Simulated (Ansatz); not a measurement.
Consider the substitution at a C–Sn bond: `C[CH](C)[SnH3]` + `[OH][Ge][Cl]` → `CC(C)[O][Ge][Cl]` + `[SnH4]`.

Isolated molecules relaxed with PBE0-D4/def2-TZVP in Ansatz; ΔE leaves out vibrations. CBS: MP2 limit from def2 TZ/QZ plus the TZ coupled-cluster correction, frozen cores. DFT in def2-TZVPP. B3LYP here is the variant with VWN-RPA as its local correlation; programs differ in this. def2 core potentials past Kr. For Ge, Sn outer-core shells are correlated without core-valence functions, which leaves a few kJ/mol of doubt a bond. Scalar relativity is left out up to krypton. One conformer a species, not always the lowest.

Question: Is it downhill or uphill in electronic energy at CCSD(T)/CBS, and by how much? (Best estimate.)

Answer: Computed: Uphill: ΔE = +11.7 kcal/mol.

Question: What do these levels give: PBE-D4, r2SCAN-D4, B3LYP-D4, ωB97X-V, B2PLYP, r2SCAN, HF/def2-TZVPP, SCS-MP2/def2-TZVPP, CCSD(T)/def2-TZVPP, MP2/def2-QZVPP, SCS-MP2/def2-QZVPP, CCSD/CBS(def2)? (Estimate.)

Answer: The calculation gave: PBE-D4 9.3, r2SCAN-D4 8.7, B3LYP-D4 7.7, ωB97X-V 8.2, B2PLYP 9.5, r2SCAN 9.0, HF/def2-TZVPP 6.9, SCS-MP2/def2-TZVPP 11.0, CCSD(T)/def2-TZVPP 9.8, MP2/def2-QZVPP 13.3, SCS-MP2/def2-QZVPP 12.0, CCSD/CBS(def2) 11.8 kcal/mol.

Largest T1 diagnostic among the species: 0.014.

In def2-TZVPP, CCSD(T) changes the Hartree–Fock value by +2.9 kcal/mol (the triples alone add −0.1 kcal/mol) and MP2 by +5.3 kcal/mol. The D4 term adds −1.2 kcal/mol with B3LYP and −0.7 kcal/mol with PBE0; it sums over pairs of atoms, weighted by their polarisabilities, and B3LYP, whose exchange is more repulsive, gets the larger term.
